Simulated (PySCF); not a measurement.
# Telling isomers of C$_{6}$H$_{5}$F$_{3}$ apart by NMR

[PySCF: coordinates at the PBE0-D3(BJ)/def2-SVP level; J: B3LYP/pcJ-1 (spin–dipole term left out of most H,H and C,H couplings); shielding tensors at PBE0/pcSseg-1 (GIAO); equivalent nuclei averaged; one computed conformer; non-relativistic Hamiltonian; gas phase]

Chemical shifts δ = σref − σ; TMS for ¹H, ¹³C, all at this level. Multiplet labels drop J under 1 Hz and among equivalent protons, and merge close values. Unscaled 3J(H,H) run several per cent high. One-bond C–F couplings are unscaled and too large by tens of Hz. Shifts are as computed. Against solution values, carbons near 30 ppm lie about +2 ppm off and those near 130 ppm about +5 ppm. Of 1313 compounds with measured shifts, 239 miss one by over three times the rms of a fit or turn the order of signals round; such compounds aren't used in these exercises.

(1) Tabulate the signals of `FC(F)(F)C#CC1CC1`, `C=C/C=C\C(F)=C(F)F` and their relative energies.

(2) What is the quickest way to tell FC(F)(F)C#CC1CC1 from C=C/C=C\C(F)=C(F)F?

Answers

(1) 
```json
{"SMILES": "FC(F)(F)C#CC1CC1", "carbon types": "3×C 1×CH 2×CH2", "δC": "119.4, 97.6, 68.6, 11.5, 0.4", "δH": "1.21 (m, 1H), 0.89 (m, 2H), 0.83 (m, 2H)", "E rel. (kcal/mol)": "4.0"}
{"SMILES": "C=C/C=C\\C(F)=C(F)F", "carbon types": "2×C 3×CH 1×CH2", "δC": "162.7, 142.0, 137.3, 136.7, 129.8, 117.7", "δH": "7.32 (m, 1H), 6.07 (tdt, 1H), 5.68 (m, 1H), 5.58 (ddq, 1H), 5.55 (ddq, 1H)", "E rel. (kcal/mol)": "0.0"}
```

Energies are electronic energies at PBE0/pcSseg-1 on these geometries, without zero-point or thermal terms, each for the one conformer computed, which needn't be the lowest.

(2) Count the carbon signals: 5 against 6. The first has an alkyne carbon (C) at 68.6 ppm, the second an alkene CH at 142.0 ppm. Their most deshielded carbons lie at 119.4 and 162.7 ppm. In the proton spectra the most deshielded non-exchanging signals are 1.21 (m, 1H) and 7.32 (m, 1H).
